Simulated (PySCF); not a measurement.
Electronic absorption of C4H4ClNSi

Compound: C4H4ClNSi.
InChI=1S/C4H4ClNSi/c5-4-3(1-6)2-7-4/h2,4H,7H2/t4-/m0/s1

Computed with PySCF 2.14.0, density-fitted response routines, TDDFT wB97X-D/def2-SVPD, vertical, gas phase, core orbitals frozen in the response. Geometry: GFN2-xTB; no solvent, vibrations or thermal averaging.

| state | E (eV) | ν̃ (cm⁻¹) | f | main configurations (H = HOMO, L = LUMO) |
| --- | --- | --- | --- | --- |
| S1 | 5.27 | 42500 | 0.0042 | H→L (88%) |
| S2 | 5.86 | 47270 | 0.018 | H-2→L (65%), H-1→L (17%), H-4→L (12%) |
| S3 | 5.97 | 48120 | 0.211 | H-1→L (65%), H-2→L (15%) |
| S4 | 6.26 | 50460 | 0.013 | H-3→L (86%) |
| S5 | 6.60 | 53240 | 0.039 | H→L+1 (56%), H-1→L+1 (21%) |
| S6 | 6.77 | 54640 | 0.067 | H-1→L+1 (25%), H-4→L (22%), H→L+2 (18%) |
| S7 | 6.86 | 55330 | 0.0048 | H-4→L (50%), H-1→L+1 (22%) |
| S8 | 6.98 | 56310 | 0.027 | H→L+2 (40%), H→L+1 (18%), H-1→L+1 (13%) |

Triplets (Tamm–Dancoff): T1 3.70 eV, H-1→L (75%), H→L (16%); T2 5.11 eV, H→L (68%), H-1→L (16%), H-3→L (9%); T3 5.55 eV, H-2→L (65%), H-4→L (22%).

The lowest singlet comes at 235 nm (508 kJ/mol) in the ultraviolet; it is very weak; its leading configuration is HOMO→LUMO (88%). The most intense listed level is S3 at 5.97 eV (208 nm, f = 0.211), 0.70 eV above S1. Löwdin shares by element: HOMO chlorine 49%, carbon 25% or more, silicon 11% (atoms not listed hold the other 15%); LUMO carbon 67% or more, nitrogen 14% (atoms not listed hold the other 19%). Orbital energies (eV): HOMO-3 -11.81, HOMO-2 -10.71, HOMO-1 -10.37, HOMO -10.08, LUMO -0.43, LUMO+1 0.82, LUMO+2 1.70. Of the 8 states listed, 6 reach f = 0.01 and none stays under 0.0005. The listed states span 1.71 eV, and the widest gap between neighbours is 0.59 eV (S1 to S2). Only the lowest 8 singlets were computed, as vertical energies without vibronic structure.
